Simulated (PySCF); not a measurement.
# Basis-set dependence of population analyses: `C#CC[SiH2]OC`

C₄H₈OSi.
Cartesian coordinates in Å at the PBE0-D3(BJ)/def2-SVP level; atoms count from 1:
```xyz
14
C4H8OSi angstrom
C     -3.6044    0.0974    0.6604
C     -2.5282   -0.4090    0.4262
C     -1.2072   -0.9458    0.1643
Si     0.1054    0.3600    0.5207
O      1.5668   -0.3722    0.2100
C      2.8163    0.2399    0.3598
H     -4.5643    0.5336    0.8642
H     -1.1096   -1.2721   -0.8848
H     -1.0008   -1.8256    0.7969
H      0.0205    0.7954    1.9489
H     -0.0931    1.5509   -0.3617
H      2.9390    1.1044   -0.3188
H      2.9863    0.5917    1.3945
H      3.6017   -0.4927    0.1193
```

PBE0 throughout (PySCF), one geometry, spherical d and f functions. One conformer (not necessarily the lowest) at the PBE0-D3(BJ)/def2-SVP geometry, without solvent, vibrations or thermal averaging. The first 7 of 10 kinds of atom are listed.

Mulliken charges (e):

```json
{"basis": "STO-3G", "functions": "42", "C1": "-0.155", "C2": "-0.052", "C3": "-0.327", "Si4": "+0.754", "O5": "-0.373", "C6": "-0.132", "H7": "+0.115"}
{"basis": "6-31G", "functions": "74", "C1": "-0.453", "C2": "+0.160", "C3": "-0.728", "Si4": "+0.969", "O5": "-0.737", "C6": "-0.203", "H7": "+0.272"}
{"basis": "pcSseg-0", "functions": "74", "C1": "-0.316", "C2": "-0.078", "C3": "-0.966", "Si4": "+1.136", "O5": "-0.858", "C6": "-0.292", "H7": "+0.275"}
{"basis": "6-31G*", "functions": "104", "C1": "-0.485", "C2": "+0.272", "C3": "-0.696", "Si4": "+0.717", "O5": "-0.578", "C6": "-0.256", "H7": "+0.231"}
{"basis": "cc-pVDZ", "functions": "128", "C1": "-0.413", "C2": "+0.246", "C3": "-0.165", "Si4": "+0.508", "O5": "-0.430", "C6": "+0.078", "H7": "+0.005"}
{"basis": "def2-SVP", "functions": "128", "C1": "-0.429", "C2": "+0.223", "C3": "-0.240", "Si4": "+0.640", "O5": "-0.514", "C6": "+0.130", "H7": "+0.042"}
{"basis": "aug-cc-pVDZ", "functions": "214", "C1": "+1.017", "C2": "-0.364", "C3": "+0.043", "Si4": "+0.234", "O5": "-0.856", "C6": "+0.896", "H7": "-0.647"}
{"basis": "6-311+G(2d,p)", "functions": "218", "C1": "-0.946", "C2": "+1.039", "C3": "-0.949", "Si4": "+0.900", "O5": "-0.590", "C6": "-0.307", "H7": "+0.156"}
{"basis": "def2-TZVP", "functions": "240", "C1": "-0.191", "C2": "-0.012", "C3": "-0.393", "Si4": "+0.386", "O5": "-0.350", "C6": "-0.218", "H7": "+0.174"}
{"basis": "cc-pVTZ", "functions": "296", "C1": "-0.224", "C2": "-0.013", "C3": "-0.250", "Si4": "+0.361", "O5": "-0.314", "C6": "-0.096", "H7": "+0.148"}
{"basis": "IGLO-III", "functions": "299", "C1": "-0.203", "C2": "-0.056", "C3": "-0.408", "Si4": "+0.937", "O5": "-0.472", "C6": "-0.283", "H7": "+0.148"}
```

IAO charges (e):

```tsv
basis	functions	C1	C2	C3	Si4	O5	C6	H7
STO-3G	42	-0.182	-0.044	-0.525	+0.898	-0.456	-0.261	+0.157
6-31G	74	-0.255	-0.025	-0.550	+0.876	-0.595	-0.232	+0.199
pcSseg-0	74	-0.242	-0.029	-0.565	+0.891	-0.591	-0.214	+0.190
6-31G*	104	-0.250	-0.026	-0.563	+1.006	-0.628	-0.193	+0.194
cc-pVDZ	128	-0.258	-0.025	-0.561	+0.995	-0.623	-0.191	+0.198
def2-SVP	128	-0.251	-0.024	-0.561	+1.011	-0.622	-0.183	+0.191
aug-cc-pVDZ	214	-0.270	-0.024	-0.565	+1.001	-0.638	-0.200	+0.204
6-311+G(2d,p)	218	-0.270	-0.024	-0.576	+1.034	-0.647	-0.203	+0.203
def2-TZVP	240	-0.270	-0.024	-0.579	+1.046	-0.648	-0.199	+0.203
cc-pVTZ	296	-0.269	-0.024	-0.577	+1.032	-0.643	-0.201	+0.203
IGLO-III	299	-0.271	-0.024	-0.580	+1.044	-0.649	-0.202	+0.204
```

Q: Which scheme is steadiest as the basis changes?

A: Largest range over the bases for any column: IAO 0.19 e, Mulliken 1.96 e. IAO charges move least and Mulliken charges most, counted in e. Without the minimal STO-3G basis the ranges are IAO 0.17, Mulliken 1.96 e.

Q: How much do the charges still move between the two largest bases, cc-pVTZ and IGLO-III?

A: At most, over all atoms: Mulliken 0.576 e, IAO 0.012 e.

Q: What do the same runs give for the total energy, the frontier levels and the dipole moment?

A: 
```
        basis  energy (Eh)  HOMO (eV)  LUMO (eV)  μ (D)
       STO-3G    -515.2314      -4.11       5.08   1.00
        6-31G    -521.3810      -7.31       0.92   1.18
     pcSseg-0    -520.6393      -7.61       0.91   1.48
       6-31G*    -521.4847      -7.16       0.99   1.07
      cc-pVDZ    -521.5156      -7.32       0.94   1.09
     def2-SVP    -521.2501      -7.39       0.92   1.20
  aug-cc-pVDZ    -521.5333      -7.48      -0.06   1.09
6-311+G(2d,p)    -521.5929      -7.49       0.13   1.16
    def2-TZVP    -521.6166      -7.46       0.48   1.16
      cc-pVTZ    -521.6102      -7.43       0.62   1.14
     IGLO-III    -521.6214      -7.48       0.41   1.18
```

The dipole is fixed by the density alone, so its range of 0.48 D shows that the density itself changes with the basis, not only its division among atoms.
